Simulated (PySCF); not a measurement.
## Electronic absorption of C4H7NS2Si

C₄H₇NS₂Si.
SMILES: `N#C[C@@H]1S[C@H]1CS[SiH3]`

Computed, not measured: TDDFT wB97X-D/def2-SVPD, vertical, gas phase, core orbitals frozen in the response (PySCF). The structure is a single GFN2-xTB conformer in the gas phase; no vibrational or solvent corrections. Torsions of this conformer, `[N:1]#[C:2][C@@H:3]1[S:4][C@H:5]1[CH2:6][S:7][SiH3:8]`: S4–C5–C6–S7 155°, C5–C6–S7–Si8 176°.

Question: What does the calculation give for the low-lying excited states?

Answer: 

```
state  E (eV)  ν̃ (cm⁻¹)       f     main configurations (H = HOMO, L = LUMO)
   S1    4.56      36750  0.0012                       H-1→L (74%), H→L (21%)
   S2    5.75      46350  0.0025          H→L+2 (46%), H→L (13%), H→L+1 (12%)
   S3    5.90      47550  0.0072                       H→L+1 (57%), H→L (23%)
   S4    6.38      51480   0.023    H-1→L+1 (26%), H-1→L+4 (20%), H→L+2 (10%)
   S5    6.48      52240   0.013          H→L (31%), H→L+2 (11%), H-1→L (10%)
   S6    6.82      55050   0.052        H-4→L (34%), H-3→L (20%), H-2→L (18%)
   S7    6.89      55560  0.0087                     H→L+3 (48%), H→L+4 (14%)
   S8    7.04      56800  0.0087  H-1→L+3 (33%), H-1→L+2 (15%), H-1→L+4 (14%)
```

Triplets (Tamm–Dancoff): T1 4.12 eV, H-1→L (75%), H→L (20%); T2 5.33 eV, H→L+2 (51%), H→L (14%); T3 5.58 eV, H→L+1 (40%), H-3→L (22%).

The lowest singlet lies at 4.56 eV (272 nm, ultraviolet) and is very weak; its leading configuration is HOMO-1→LUMO (74%). The strongest level in the table is S6 at 6.82 eV (182 nm, f = 0.052). Löwdin shares by element: HOMO sulfur 74%, carbon 8% or more, silicon 8%; LUMO sulfur 47% or more, carbon 27% or more, nitrogen 9% (atoms not listed hold the other 17%). The oscillator strengths of these states sum to 0.116; summed over the whole spectrum of an exact calculation they would give the number of electrons, 84 (Thomas–Reiche–Kuhn). The listed states span 2.49 eV, and the widest gap between neighbours is 1.19 eV (S1 to S2). Orbital energies (eV): HOMO-3 -11.06, HOMO-2 -10.92, HOMO-1 -9.46, HOMO -9.12, LUMO 0.40, LUMO+1 1.20, LUMO+2 1.66. Singlets were solved by full linear response, triplets in the Tamm–Dancoff approximation.
